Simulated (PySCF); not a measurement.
Job for PySCF: U-HF/6-31G* on CH6AlN (SMILES [CH3][AlH][NH2]), a point of a bond scan (R = 5.059 Å).

```python
from pyscf import gto, scf, dft, mp
from pyscf.data.elements import chemcore

mol = gto.M(
    atom='''
    Al   -0.27445294   -0.28120700   -0.33028897
    H    -2.99028158   -2.97282831   -3.64344961
    C     0.13996125    1.61435917   -0.55556952
    H     0.69355590    1.78924499   -1.48298603
    H     0.73697373    2.01500929    0.26678325
    H    -0.77388612    2.21218341   -0.62370655
    N     0.31277928   -1.15023681    1.10029951
    H     0.86352939   -0.74691531    1.84233245
    H     0.14164226   -2.12598999    1.28830568
    ''',
    basis='6-31g*',
    cart=True,
    charge=0, spin=0, verbose=3, max_memory=1800)
mf = scf.UHF(mol)
mf.conv_tol = 1e-8
mf.max_cycle = 100
mf.init_guess_breaksym = True
mf.kernel()
if not mf.converged:
    mf = mf.newton().run(mf.mo_coeff, mf.mo_occ)
for _ in range(4):
    mo, _, stable, _ = mf.stability(return_status=True)
    if stable:
        break
    mf.kernel(mf.make_rdm1(mo, mf.mo_occ))
```

The log:

```
converged SCF energy = -337.486518085185  <S^2> = 5.6669993e-09  2S+1 = 1
<class 'pyscf.scf.uhf.UHF'> wavefunction has an internal instability
converged SCF energy = -337.630659881108  <S^2> = 1.0025926  2S+1 = 2.2383857
<class 'pyscf.scf.uhf.UHF'> wavefunction is stable in the internal stability analysis
```

Self-consistency was reached. Its determinant has ⟨S²⟩ = 1.00, a mixture of spin states.

Cost: very roughly 5 core-seconds.
